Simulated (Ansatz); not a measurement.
Reaction: H5Si2O (SMILES O[SiH2][SiH2], doublet) → H5Si2O (SMILES [SiH3][SiH]O, doublet)
Each species at its own B3LYP-D3(BJ)/def2-TZVP minimum (Ansatz, an electronic-structure program), one conformer.

Quantity: isomerisation energy (electronic), in kcal/mol. Open shells are spin-unrestricted; no spin-orbit coupling. CBS(X,Y): correlation extrapolated as X^-3, Hartree-Fock from the larger set. A bracket is a step between two methods taken in the basis named. Functionals run without relativity, which enters their misses. Double hybrids freeze cores in their MP2 part. 'core' is core correlation in cc-pwCVTZ (1s frozen past Ne), 'X2C' scalar relativity in cc-pVTZ-DK, both at CCSD(T).

CCSD(T)/CBS(cc-pV(T+d)Z,cc-pV(Q+d)Z) + [CCSDT(Q) - CCSD(T)]/cc-pV(D+d)Z + core + X2C (Ansatz) gives 0.8 kcal/mol.

### Question
How far off this value is PBE/def2-TZVPD (Ansatz), in which direction, and which of these levels come nearer: r2SCAN/def2-TZVPD, PBE0/def2-TZVPD, wB97M-V/def2-TZVPD, B2PLYP/def2-TZVPD, CCSD(T)/CBS(cc-pV(T+d)Z,cc-pV(Q+d)Z) + core + X2C?

### Answer
PBE gives -1.1 kcal/mol, 1.9 kcal/mol below it. Differences of the others: r2SCAN/def2-TZVPD (Ansatz) -0.8; PBE0/def2-TZVPD (Ansatz) -0.9; wB97M-V/def2-TZVPD (Ansatz) -0.7; B2PLYP/def2-TZVPD (Ansatz) -0.9; CCSD(T)/CBS(cc-pV(T+d)Z,cc-pV(Q+d)Z) + core + X2C (Ansatz) 0.1 kcal/mol. Nearer than PBE: r2SCAN/def2-TZVPD, PBE0/def2-TZVPD, wB97M-V/def2-TZVPD, B2PLYP/def2-TZVPD, CCSD(T)/CBS(cc-pV(T+d)Z,cc-pV(Q+d)Z) + core + X2C.
